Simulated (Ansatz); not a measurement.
Calculated with Ansatz (gas phase, PBE0-D4/def2-TZVP geometries, no zero-point term in ΔE). CCSD(T)/CBS is the MP2 limit (def2-TZVPP, def2-QZVPP) plus CCSD(T) − MP2 in def2-TZVPP, frozen cores. This one scheme is used for every species, atoms too. Open shells (•) are unrestricted, without spin–orbit coupling. Spin–orbit coupling would lower the free atoms: a little for F; strongly for Sn. Elements past krypton have def2 core potentials. For Sn outer-core shells are correlated without core-valence functions, so the limit isn't a true one: a few kJ/mol of doubt a bond, and 10 to 20 or more in all where bonds break to atoms.

Consider the atomization: `[F][Sn][F]` → 2 F• + Sn•.

`[F][Sn][F]`:

Cartesian coordinates in Å:
```
F 0.773 -1.188 -0.479
Sn -0.837 -0.208 -0.056
F 0.064 1.396 0.535
```

```csv
species,CCSD(T)/CBS(def2) energy (Eh)
`[F][Sn][F]`,-413.70076
F•,-99.66871
Sn•,-213.97081
```

Task: Work out ΔE.

Result: ΔE = 2 × (-99.66871) + (-213.97081) − (-413.70076) = 0.39253 Eh = +1030.6 kJ/mol.

Largest T1 diagnostic among the species: 0.017.

The D4 term adds +7.0 kJ/mol with B3LYP and +3.5 kJ/mol with PBE0; it sums over pairs of atoms, weighted by their polarisabilities, and B3LYP, whose exchange is more repulsive, gets the larger term. From PBE to PBE0 (25 % exact exchange), in def2-TZVPP and without D4, ΔE moves by −71.2 kJ/mol: exact exchange takes away binding that semilocal exchange gives to molecules. Leaving LDA and LC-ωPBE aside and taking each functional with its dispersion term where it has one, the values, not all of them listed here, spread over 130.2 kJ/mol, from BHLYP-D4 to PBE-D4. LDA lies +161.3 kJ/mol from PBE without D4, its usual overbinding.

B3LYP here is the variant with VWN-RPA as its local correlation; programs differ in this.

For atomizations the MP2-based limit and the directly extrapolated one differ by several kJ/mol either way, and by 10 to 25 for some Ge, Se and Sn compounds, so smaller differences from it don't rank the levels.
